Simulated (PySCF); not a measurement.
**Calculated properties of `CC#C[P@](=O)(O)c1ccco1`**

Compound: C₇H₇O₃P.
Structure used (GFN2-xTB), in Å, numbered top down from 1:
```
atom  x, y, z in Å
C1     2.5782   -0.4340    2.7895
C2     1.9544   -0.5006    1.4920
C3     1.4455   -0.5408    0.4022
P4     0.6470   -0.7062   -1.1653
O5     0.5777   -2.0570   -1.7277
O6     1.4654    0.3007   -2.1210
C7    -0.9480    0.0930   -0.9347
C8    -2.2071   -0.3619   -1.2111
C9    -3.0860    0.6729   -0.8236
C10   -2.2941    1.6712   -0.3397
O11   -1.0030    1.3287   -0.3991
H12    1.9819    0.1884    3.4557
H13    3.5758   -0.0059    2.7001
H14    2.6565   -1.4358    3.2102
H15    1.7832   -0.2045   -2.8718
H16   -2.4535   -1.3143   -1.6333
H17   -4.1543    0.6739   -0.8949
H18   -2.5281    2.6384    0.0608
```

Structural features include: alkyne, aromatic ring with oxygen and P=O bond.

GFN2-xTB geometry:

| Quantity | Value |
| --- | --- |
| Point group of the GFN2-xTB geometry | C1 |
| Rotational constants A, B, C of the GFN2-xTB geometry | 1.358, 0.689, 0.543 GHz |

**PBE0/pcSseg-1 ground state and GIAO shieldings, non-relativistic (PySCF)**

| Quantity | Value |
| --- | --- |
| Dipole moment | 3.27 D |
| HOMO energy | -7.06 eV |
| LUMO energy | -0.78 eV |
| HOMO–LUMO gap | 6.28 eV |
| Lowest Hirshfeld atomic charge | -0.39 e on O5 |
| Highest Hirshfeld atomic charge | +0.47 e on P4 |
| 13C chemical shifts (computed TMS as zero) by class | 155.0 (C7), 152.2 (C10), 126.3 (C8), 117.1 (C9), 106.2 (C2), 81.5 (C3), 5.2 (C1) ppm |
| 1H chemical shifts (computed TMS as zero) by class | 7.71 (H18), 7.35 (H16), 6.71 (H17), 2.89 (H15), 2.12 (H12/H13/H14) ppm |
| Isotropic shieldings of nuclei other than C and H, by class | 29 (O11), 193 (O5), 211 (O6), 338 (P4) ppm |
| Mayer bond orders between heavy atoms | C1–C2 1.19, C2–C3 2.76, C3–P4 0.85, P4–O5 1.95, P4–O6 1.07, P4–C7 0.83, C7–C8 1.56, C8–C9 1.28, C9–C10 1.58, C10–O11 1.11, O11–C7 1.02 |

Monoisotopic mass (most abundant isotopes): 170.0133 u.

The dipole equals about 10.9 × 10⁻³⁰ C·m (1 D = 3.33564 × 10⁻³⁰ C·m). With B = h/(8π²I), that is 505.379 GHz u Å² over I, the principal moments of inertia are 372.0, 733.8 and 931.0 u Å² (most abundant isotopes); the inertial defect Ic − Ia − Ib is -174.8 u Å² (zero for a rigid planar frame, negative otherwise). A dipole of 3.27 D is allowed in C1, and pure rotational transitions are dipole-allowed. The rotational constants make it an asymmetric top with κ = (2B − A − C)/(A − C) = -0.64, nearer the prolate limit (−1).

Isolated species at its GFN2-xTB geometry (one conformer only). GFN2-xTB frequencies show an imaginary mode (29i cm⁻¹), so this geometry is no minimum at that level.
